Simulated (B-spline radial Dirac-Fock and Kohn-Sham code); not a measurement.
Scattering functions of Cd⁴⁰⁺

System: Cd⁴⁰⁺ in the configuration 1s2 2s2 2p4.

Input of the calculation (task.json; shells as n, l, electrons):

```json
{"items": [{
  "Z": 48,
  "q": 40,
  "cfg": [[1, 0, 2], [2, 0, 2], [2, 1, 4]],
  "A": 114,
  "rrms": 4.6087,
  "do": ["scatter"],
  "s": [0.0, 0.05, 0.1, 0.15, 0.2, 0.25, 0.3, 0.35, 0.4, 0.45, 0.5, 0.6, 0.7, 0.8, 0.9, 1.0, 1.1, 1.2, 1.4, 1.6, 1.8, 2.0, 2.5, 3.0, 3.5, 4.0, 5.0, 6.0],
  "pz": [0, 0.1, 0.2, 0.3, 0.4, 0.5, 0.6, 0.8, 1.0, 1.2, 1.4, 1.6, 1.8, 2.0, 2.5, 3.0, 4.0, 5.0, 7.0, 10.0, 15.0, 20.0, 30.0, 40.0, 60.0, 100.0],
  "hv_scatter": [1000, 2000, 5000, 17479.3, 20000, 50000, 100000, 1000000]
}]}
```

Run with: `python xray_run.py task.json out`

Model: configuration-average Dirac-Fock orbitals. Program: an atomic code on a B-spline grid. f₀ is the Fourier transform of the spherical electron density, S the Waller-Hartree incoherent function, and s = sin θ/λ. The electron scattering factor follows from the Mott-Bethe formula f_e = 0.023934 Å⁻¹·(Z − f₀)/s².

```tsv
s (Å⁻¹)	f₀	S	f_e (Å)
0	8.000	0.000	–
0.05	7.998	0.002	382.961
0.1	7.993	0.009	95.753
0.15	7.984	0.021	42.567
0.2	7.971	0.037	23.951
0.25	7.955	0.058	15.335
0.3	7.935	0.083	10.655
0.35	7.911	0.112	7.832
0.4	7.885	0.146	6.001
0.45	7.854	0.184	4.745
0.5	7.821	0.226	3.847
0.6	7.744	0.323	2.676
0.7	7.654	0.435	1.971
0.8	7.552	0.561	1.513
0.9	7.439	0.699	1.198
1	7.316	0.850	0.974
1.1	7.183	1.011	0.807
1.2	7.041	1.180	0.681
1.4	6.735	1.541	0.504
1.6	6.406	1.920	0.389
1.8	6.061	2.308	0.310
2	5.706	2.695	0.253
2.5	4.826	3.609	0.165
3	4.014	4.390	0.117
3.5	3.320	5.012	0.087
4	2.760	5.488	0.068
5	2.002	6.118	0.044
6	1.587	6.507	0.031
```

f₀ starts at the number of electrons, 8, and has fallen to half at s ≈ 3.01 Å⁻¹. The sum of ⟨r²⟩ over the electrons is 0.09882 bohr². For an ion f_e diverges as s goes to zero, because of the net charge.
